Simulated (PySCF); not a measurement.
# Spinor energies of Eu³⁺ (europium, charge +3)

Start: [Xe] 4f6; 4f5/2 filled at m_j = -5/2, -3/2, -1/2, +1/2, +3/2, +5/2. Calculated with PySCF 2.14 in x2c-QZVPPall-2c (16s16p12d6f4g1h, 213 functions): generalised Hartree-Fock with the X2C-1e Hamiltonian and a Gaussian nucleus; one run each with spin-orbit coupling (SO) switched off, then screened by Boettger's factors.

```csv
spinor shell,electrons,"ε, spin-free (eV)","ε, screened SO (eV)",weight of nominal j (screened SO),"rms radius, screened SO (bohr)"
1s1/2,2,-48791.9,-48783.4,1.000,0.0254
2s1/2,2,-8157.9,-8155.2,1.000,0.103
2p1/2,2,-7266.2,-7722.4,1.000,0.0881
2p3/2,4,-7266.2,-7069.9,1.000,0.0944
3s1/2,2,-1870.5,-1869.7,1.000,0.266
3p1/2,2,-1587.2,-1682.2,1.000,0.257
3p3/2,4,-1587.2,-1545.7,1.000,0.270
3d3/2,4,-1207.3,-1225.0,0.995,0.243
3d5/2,6,-1207.3,-1194.7,0.996,0.246
4s1/2,2,-419.62,-419.34,1.000,0.601
4p1/2,2,-323.56,-346.39,0.970,0.619
4p3/2,4,-323.56,-313.40,0.985,0.646
4d3/2,4,-186.34,-192.85,0.705,0.701
4d5/2,6,-186.34,-181.76,0.804,0.706
5s1/2,2,-83.468,-83.416,1.000,1.46
5p1/2,2,-56.931,-60.626,0.932,1.60
5p3/2,4,-56.931,-55.283,0.966,1.70
4f5/2,6,-46.430,-46.370,0.565,0.939
```

```json
{"quantity": "E (hartree)", "spin-free": "-10835.41957", "screened SO": "-10842.05504"}
{"quantity": "M_J", "spin-free": "0", "screened SO": "0"}
{"quantity": "⟨J²⟩", "spin-free": "6.012", "screened SO": "5.436"}
{"quantity": "⟨L²⟩", "spin-free": "12.007", "screened SO": "11.878"}
{"quantity": "⟨S²⟩", "spin-free": "12.005", "screened SO": "11.867"}
```

The determinant has a definite M_J but mixes levels of different J.

Each row is a mean over spinors that exchange with the open shell spreads, by up to 17.260 eV (4d5/2).

Rows whose weight is well below 1 are mixtures of j = l ± 1/2: exchange outweighs spin-orbit coupling there, and the label is only the starting occupation.

Breit and QED terms are absent; they matter most for the inner s and p1/2 levels.

Densities and radii are taken from the X2C orbitals without a picture-change correction, which distorts them close to the nucleus.

Without spin-orbit coupling the j labels of p, d and f shells carry no meaning; the spin-free column gives the mean over the occupied spinors of each nl shell.
